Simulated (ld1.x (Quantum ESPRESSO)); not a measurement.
# Before and after: TM potential for ruthenium

| Item | Value |
| --- | --- |
| Element | Ru |
| Generator | ld1.x (Quantum ESPRESSO) 7.5 |
| Type | norm-conserving Troullier–Martins (Kleinman–Bylander form) |
| Functional | PBE |
| Relativity | scalar-relativistic |
| Frozen core | [Ar] 3d10 |
| Valence charge | 16 |
| Reference configuration | 4s2 4p6 4d7 5s0 5p0 (charge +1) |
| Partial waves | 4s (bound): rc 1.10 bohr; 4p (bound): rc 1.65 bohr; 4d (bound): rc 1.30 bohr |
| Local potential | all-electron potential smoothed inside 0.90 bohr (lloc = -2) |
| Core correction | none |

Change: local potential all-electron potential smoothed inside 1.10 bohr (lloc = -1).

Cutoffs: the cutoffs (Ry, on a coarse ladder) from which the occupation-weighted sum of valence levels, in a spherical-Bessel basis at the reference potential, stays within 10 and 1 mRy of its value at 400 Ry; they do not see the model core or the augmentation charge, which bear on the density cutoff. Errors are all-electron minus pseudo energies relative to the spin-unpolarised reference configuration.

What does the change do?

The potential gets neither clearly harder nor softer (110 Ry and 200 Ry → 110 Ry and 200 Ry); the number of tests that count goes from 7 to 6; of the 6 tests that both files solve, the error grows in 3 and shrinks in 0 by more than 15 % and 0.3 meV (median size 82.1 → 851.4 meV); the range in which the s phases agree narrows (upper end -0.8 → -1.9); neither file shows a bound ghost at the reference potential, the only one tested.

| quantity | base | changed |
| --- | --- | --- |
| cutoff, loose | 110 Ry | 110 Ry |
| cutoff, tight | 200 Ry | 200 Ry |
| bound ghosts | none | none |
| tests counted (converged, no solver errors) | 7 of 7 | 6 of 7 |
| error for 4s2 4p6 4d7 5s1 5p0, meV [ΔE -7.29 eV] | +346 | +3452 |
| error for 4s2 4p6 4d6 5s0 5p0, meV [ΔE 18.19 eV] | +1.5 | +1.6 |
| error for 4s2 4p6 4d5 5s0 5p0, meV [ΔE 48.81 eV] | +10 | +11 |
| error for 4s2 4p6 4d8 5s0 5p0, meV [ΔE -7.62 eV] | -0.1 | 0.0 |
| error for 4s2 4p6 4d6 5s1 5p0, meV [ΔE 2.82 eV] | +576 | +5376 |
| error for 4s2 4p6 4d7.5 5s0.5 5p0, meV [ΔE -7.61 eV] | +154 | +1692 |
| s: phases at 1.79 bohr within 0.05 rad from the reference energy up to (Ry; the scan ends near 5) | -0.8 | -1.9 |
| p: phases at 1.79 bohr within 0.05 rad from the reference energy up to (Ry; the scan ends near 5) | 1.2 | 1.1 |
| d: phases at 1.79 bohr within 0.05 rad from the reference energy up to (Ry; the scan ends near 5) | to the end of the scan | to the end of the scan |

Changed file: Tests not counted: 4s1 4p6 4d7 5s1 5p0 (solver errors, printed error -3.7 eV). These tests converged, but a pseudo level misses the all-electron one widely, so the file describes the atom poorly there or has found another state: 4s2 4p6 4d7 5s1 5p0: 5s by 1.9 eV; 4s2 4p6 4d6 5s0 5p0: empty 5s by 5.6 eV; 4s2 4p6 4d5 5s0 5p0: empty 5s by 8.6 eV; 4s2 4p6 4d6 5s1 5p0: 5s by 2.6 eV; 4s2 4p6 4d7.5 5s0.5 5p0: 5s by 2.9 eV.
